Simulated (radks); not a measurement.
Values are calculated unless marked as measured or tabulated.
Kinetic energies: the exact non-interacting value of the Kohn-Sham orbitals and orbital-free approximations, as 100 (|E| - |E exact|)/|E exact|, negative where the magnitude is too small. Species: P [Ne] 3s2 3p3; Ne6+ [He] 2s2; Gd57+ [He] 2s2 2p3; Al2+ [Ne] 3s1; Au+ [Xe] 4f14 5d10. Code: a radial shooting solver on a logarithmic mesh with Libxc functionals. Model: non-relativistic Kohn-Sham, PBE, spin-polarised, spherical densities, point nucleus. Every spin shell is full or empty, so the densities are truly spherical. Functionals are evaluated on that one density, not self-consistently.

functional             P     Ne6+    Gd57+     Al2+      Au+
exact (hartree)  340.654  110.046  6381.54  240.969  17864.5
Thomas-Fermi       -7.37   -10.81    -7.91    -7.71    -4.65
von Weizsacker    -38.08   -11.43   -32.89   -34.98   -64.44
TF + vW           +54.55   +77.76   +59.20   +57.31   +30.91
TF + vW/5          +5.02    +6.90    +5.51    +5.29    +2.47
LC94               +0.19    -0.93    -0.04    +0.15    +0.01
APBEK              +0.33    -0.89    0.00    +0.28    +0.04
revAPBEK           +0.70    -0.13    +0.48    +0.69    +0.17
Perdew 92          -0.48    -0.95    -0.44    -0.47    -0.69
Thakkar            0.00    -0.74    -0.22    +0.01    -0.79
Pearson            -1.59    -4.99    -2.53    -1.83    -0.85
LKT               +31.39   +49.88   +35.90   +33.43   +15.98
PG1               +25.48   +42.71   +30.05   +27.30   +12.46
DePristo-Kress     +0.08    -2.20    -0.47    +0.04    -0.21
Ernzerhof          +0.16    +0.97    +0.78    +0.29    -0.48
